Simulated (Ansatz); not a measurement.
Program: Ansatz. Geometries: PBE0-D4/def2-TZVP. ΔE: electronic, gas phase. CCSD(T)/CBS adds triple-zeta CCSD(T) − MP2 to the extrapolated MP2 energy (def2 sets, frozen cores). This one scheme is used for every species. DFT in def2-TZVPP. Each species was taken in one conformer, which may not be the lowest.

`N=[C](O)[Al]([NH2])[NH2]` + `C=N` → `C=NC(=N)O` + `[NH2][AlH][NH2]`  (substitution at a C–Al bond)

**Question.** Is it downhill or uphill in electronic energy at CCSD(T)/CBS, and by how much? (Estimate.)

**Answer.** The calculation gave: Uphill: ΔE = +0.10 eV.

**Question.** What do these levels give: B97M-V, ωB97M-V, r2SCAN0, CAM-B3LYP, RPA@PBE/def2-TZVPP, MP2/def2-QZVPP? (An estimate is asked.)

**Answer.** The calculation gave: B97M-V -0.09, ωB97M-V 0.07, r2SCAN0 -0.03, CAM-B3LYP 0.01, RPA@PBE/def2-TZVPP 0.12, MP2/def2-QZVPP 0.09 eV.

Largest T1 diagnostic among the species: 0.015.

In def2-TZVPP, CCSD(T) changes the Hartree–Fock value by +0.16 eV (the triples alone add +0.00 eV) and MP2 by +0.15 eV. From r2SCAN to r2SCAN0 (25 % exact exchange), in def2-TZVPP and without D4, ΔE moves by −0.03 eV. At CCSD(T), def2-SVP lies −0.19 eV from the extrapolated value and def2-TZVPP −0.01 eV.
